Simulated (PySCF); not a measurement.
# Polarisability and C₆ of Ti³⁺ (titanium, charge +3)

[Ar] 3d1, 2D determinant. Calculation: PySCF 2.14, in aug-cc-pVQZ-DK (9s8p6d4f3g2h, 140 functions); scalar relativity by spin-free X2C-1e. Coupled (time-dependent) response in atomic units; α is the mean over directions.

| method | mean α (bohr³) | α xx, yy, zz | C₆ (like pair) | S(−4) |
| --- | --- | --- | --- | --- |
| PBE | 2.328 | 2.516, 2.516, 1.952 | 5.991 | 2.055 |

S(−4) is the Cauchy moment in α(ω) = α(0) + S(−4) ω² + …

α(iu) at PBE:

```
u (hartree)  α(iu) (bohr³)
          0          2.328
     0.0500          2.323
      0.100          2.308
      0.200          2.253
      0.300          2.175
      0.500          1.990
      0.750          1.753
       1.00          1.531
       1.50          1.155
       2.00         0.8764
       3.00         0.5339
       5.00         0.2500
```

For an ion, C₆ is the dispersion term alone; charge-induced terms of lower order in 1/R come first.

The components differ because the open shell of this determinant is not spherical; for a pure term their mean is the scalar polarisability.
